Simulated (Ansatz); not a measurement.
AlSi₆. Charge 0, multiplicity 2. Geometry B3LYP-D4/def2-SVP; atoms count from 1.

```
atom   x (Å)   y (Å)   z (Å)
 Al1  -1.415  -0.806  -0.874
 Si2   1.354   1.385   1.391
 Si3  -0.108   1.764  -0.415
 Si4  -0.257   0.675  -2.411
 Si5  -0.594  -2.286   0.868
 Si6  -0.336  -0.210   1.772
 Si7   1.356  -0.522  -0.331
```

Another isomer (doublet) lies 0.20 eV lower at PBE0-D4/def2-TZVP; other spin states weren't run for this one.

Q: Estimate the Mulliken populations from the PBE0/def2-TZVP orbitals of Ansatz.

A: 
```
atom  charge (e)  spin (α − β)
 Al1        0.19          0.32
 Si2       -0.04          0.05
 Si3        0.00          0.33
 Si4       -0.07         -0.01
 Si5       -0.07         -0.01
 Si6        0.00          0.33
 Si7       -0.02         -0.01
```
Mulliken values depend strongly on the basis.

Q: Where does the spin sit?

A: Summed by element: Al 0.32, Si 0.68, of 1 unpaired in all. Largest on single atoms: Si6 0.33, Si3 0.33, Al1 0.32.

Q: And the Mayer bond orders between heavy atoms (over 0.3)?

A: Al1–Si3 0.38 (2.92 Å); Al1–Si4 0.91 (2.43 Å); Al1–Si5 0.91 (2.43 Å); Al1–Si6 0.38 (2.92 Å); Al1–Si7 0.35 (2.84 Å); Si2–Si3 0.94 (2.35 Å); Si2–Si6 0.94 (2.35 Å); Si2–Si7 0.68 (2.57 Å); Si3–Si4 1.17 (2.28 Å); Si3–Si6 0.35 (2.96 Å); Si3–Si7 0.53 (2.72 Å); Si4–Si7 0.47 (2.89 Å); Si5–Si6 1.17 (2.28 Å); Si5–Si7 0.47 (2.89 Å); Si6–Si7 0.53 (2.72 Å).
